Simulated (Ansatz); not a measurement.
`C[Se][Ti]([OH])([F])[Cl]`. Charge 0, multiplicity 1. The geometry is a stationary point of PBE0-D4/def2-TZVP. It is one conformer, not always the lowest.

```xyz
10

C    -0.507   -1.872   -0.442
Se   -1.511   -0.214   -0.121
Ti    0.447    1.111    0.220
O    -0.157    2.698    0.664
F     1.394    0.326    1.471
Cl    1.612    1.128   -1.651
H    -0.049   -1.834   -1.428
H    -1.227   -2.686   -0.394
H     0.250   -2.013    0.328
H    -0.253    3.356    1.353
```

**Question.** What is the dipole moment at B3LYP/def2-TZVPP? (An estimate is asked.)

**Answer.** Computed: 1.59 D, with components (-0.88, 0.30, 1.29) D in this frame, pointing from negative to positive charge.

**Question.** And with PBE, r2SCAN, ωB97M-V? (Estimate.)

**Answer.** The calculation gave: PBE 1.61 D, r2SCAN 1.60 D, ωB97M-V 1.62 D.

**Question.** Give the Mulliken charges with B3LYP, ωB97M-V, r2SCAN in def2-TZVPP. (An estimate is asked.)

**Answer.** The calculation gave: 
| atom | B3LYP | ωB97M-V | r2SCAN |
| --- | --- | --- | --- |
| C1 | -0.36 | -0.41 | -0.24 |
| Se2 | -0.03 | 0.00 | -0.06 |
| Ti3 | 0.85 | 0.73 | 0.83 |
| O4 | -0.46 | -0.42 | -0.46 |
| F5 | -0.38 | -0.35 | -0.36 |
| Cl6 | -0.26 | -0.21 | -0.26 |
| H7 | 0.14 | 0.16 | 0.11 |
| H8 | 0.14 | 0.16 | 0.11 |
| H9 | 0.14 | 0.15 | 0.11 |
| H10 | 0.20 | 0.19 | 0.22 |

B3LYP here is the variant with VWN-RPA as its local correlation; programs differ in this.
